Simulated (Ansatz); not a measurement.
Basis-set series for `CO[SiH2][S]` radical. The species carries charge 0 and has multiplicity 2. All single points use the PBE0-D4/def2-TZVP geometry. It is one conformer, not always the lowest.

```tsv
functional	basis	functions	energy (Eh)	HOMO (eV)	LUMO (eV)
PBE0-D4	def2-TZVPP	216	-803.72142	-7.55	-4.56
PBE0-D4	def2-QZVPP	404	-803.75038	-7.58	-4.59
ωB97M-V	def2-TZVPP	216	-804.01569	-9.76	-2.57
ωB97M-V	def2-QZVPP	404	-804.04303	-9.80	-2.62
```

(1) Give the rows for def2-SVP. (An estimate is asked.)

Results:

(1) Computed: 
```tsv
functional	basis	functions	energy (Eh)	HOMO (eV)	LUMO (eV)
PBE0-D4	def2-SVP	89	-803.33969	-7.39	-4.47
ωB97M-V	def2-SVP	89	-803.62983	-9.58	-2.36
```

HOMO and LUMO are taken over both spins.
